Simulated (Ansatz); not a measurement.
Calculated with Ansatz (gas phase, PBE0-D4/def2-TZVP geometries, no zero-point term in ΔE). CCSD(T)/CBS adds triple-zeta CCSD(T) − MP2 to the extrapolated MP2 energy (def2 sets, frozen cores). This one scheme is used for every species. For Ge outer-core shells are correlated without core-valence functions, which leaves a few kJ/mol of doubt a bond. Scalar relativity is left out up to krypton. Each species was taken in one conformer, which may not be the lowest.

`F[SiH](S)[O][GeH3]` + H₂S → `F[SiH](S)S` + `[OH][GeH3]`  (ligand exchange at the Si–O bond)

`F[SiH](S)[O][GeH3]`:

```xyz
10

F    -1.326   -1.420   -0.564
Si   -0.906   -0.617    0.754
S    -2.534    0.500    1.513
O     0.321    0.354    0.363
Ge    1.613    0.337   -0.871
H    -0.551   -1.625    1.772
H    -2.439    1.439    0.557
H     2.658    1.331   -0.358
H     0.992    0.790   -2.199
H     2.172   -1.090   -0.966
```

H₂S:

```xyz
3

S    -0.101    0.320    0.520
H    -0.882   -0.068   -0.498
H     0.984   -0.252   -0.023
```

`F[SiH](S)S`:

Cartesian coordinates in Å:
```
F 1.410 -0.976 0.199
Si 0.062 -0.173 -0.093
S 0.403 1.793 -0.791
S -0.989 0.079 1.725
H -0.649 -0.969 -1.115
H 0.459 1.408 -2.078
H -0.697 -1.162 2.153
```

`[OH][GeH3]`:

Z-matrix (Å, degrees):
```
Ge
O 1 1.783
H 1 1.531 2 104.3
H 1 1.541 2 109.9 3 119.6
H 1 1.541 2 109.9 3 -119.6
H 2 0.959 1 112.7 3 180.0
```

```csv
species,CCSD(T)/def2-TZVPP energy (Eh)
`F[SiH](S)[O][GeH3]`,-2940.44213
H₂S,-398.93111
`F[SiH](S)S`,-1186.19491
`[OH][GeH3]`,-2153.15031
```

(1) Work out ΔE.

Largest T1 diagnostic among the species: 0.012.

## Answers

(1) ΔE = (-1186.19491) + (-2153.15031) − (-2940.44213) − (-398.93111) = 0.02802 Eh = +17.6 kcal/mol. CCSD(T)/CBS gives +16.6 kcal/mol.

In def2-TZVPP, CCSD(T) changes the Hartree–Fock value by −3.8 kcal/mol (the triples alone add −0.8 kcal/mol) and MP2 by −4.8 kcal/mol. At CCSD(T), def2-SVP lies +1.9 kcal/mol from the extrapolated value and def2-TZVPP +1.0 kcal/mol.
